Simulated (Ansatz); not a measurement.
## A relaxation, step by step

CNNaO, closed shell, BLYP-D4/def2-SVP (Ansatz 0.2.0). Settings:

```yaml
hamiltonian: {xc: {name: BLYP}, dispersion: d4}
relax: {f_tol: 0.2, max_steps: 5, max_displacement: 0.5}
```

Start:

```
4
angstrom
N 1.0950 -0.7061 1.2761
C 0.2338 -0.1860 0.7213
O -0.6687 0.1286 -0.0938
Na -0.4068 0.9112 -1.8712
```

```
step  energy less the last (meV)  largest force component (eV/Å)
   1                       274.4                           3.743
   2                       100.0                           0.945
   3                        53.3                           0.788
   4                        16.5                           0.702
   5                         0.0                           0.128
```

Step 2, positions (Å) and forces (eV/Å):

```
atom       x       y       z      Fx      Fy      Fz
  N1   1.122  -0.721   1.320  -0.003   0.421   0.480
  C2   0.230  -0.204   0.724   0.203  -0.945  -0.693
  O3  -0.674   0.141  -0.098  -0.220   0.335   0.651
 Na4  -0.425   0.931  -1.913   0.020   0.188  -0.438
```

Step 3, positions (Å) and forces (eV/Å):

```
atom       x       y       z      Fx      Fy      Fz
  N1   1.130  -0.721   1.348  -0.539   0.541   0.035
  C2   0.233  -0.230   0.725   0.489  -0.788  -0.435
  O3  -0.669   0.150  -0.090   0.066   0.214   0.476
 Na4  -0.441   0.949  -1.950  -0.016   0.033  -0.076
```

Step 4, positions (Å) and forces (eV/Å):

```csv
atom,x,y,z,Fx,Fy,Fz
N1,1.124,-0.718,1.392,-0.702,0.426,-0.344
C2,0.248,-0.266,0.709,0.507,-0.413,0.013
O3,-0.650,0.166,-0.086,0.228,0.040,0.197
Na4,-0.469,0.967,-1.982,-0.032,-0.054,0.133
```

Last step (5):

```
4
angstrom
N 1.0996 -0.7154 1.4208
C 0.2676 -0.2826 0.6869
O -0.6171 0.1760 -0.0952
Na -0.4968 0.9698 -1.9802
```

Hardware: 2 CPU threads of an Arm Neoverse V1, shared host. Wall time about 5.5 s.
